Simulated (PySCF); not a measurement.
Computed IR spectrum (relative IR intensity) of a molecule C₄H₆ClF. Geometry optimised at PBE-D3(BJ)/def2-SVP. Other conformers were not sampled. Computed with PBE-D3(BJ)/def2-SVP run with PySCF. Frequencies are harmonic and unscaled.

ν (cm⁻¹): 317 (vw), 380 (w), 425 (w), 530 (w), 665 (m), 713 (m), 808 (w), 885 (m), 960 (s), 993 (m), 1045 (m), 1062 (w), 1080 (m), 1197 (s), 1262 (vs), 1314 (m), 1358 (m), 1397 (w), 1401 (s), 1437 (m), 2977 (m), 3063 (w), 3067 (m), 3083 (m), 3102 (w), 3169 (vw) (against the strongest line: vs over 80 %, s over 45 %, m over 15 %, w over 4 %, vw less)

**Question.** Which structure fits?
(A) C[C@@]1(Cl)C[C@@H]1F
(B) F[C@H]1C[C@@H](Cl)C1
(C) CC/C=C(\F)Cl
(D) C[C@]1(F)C[C@H]1Cl

**Answer.** D, C[C@]1(F)C[C@H]1Cl
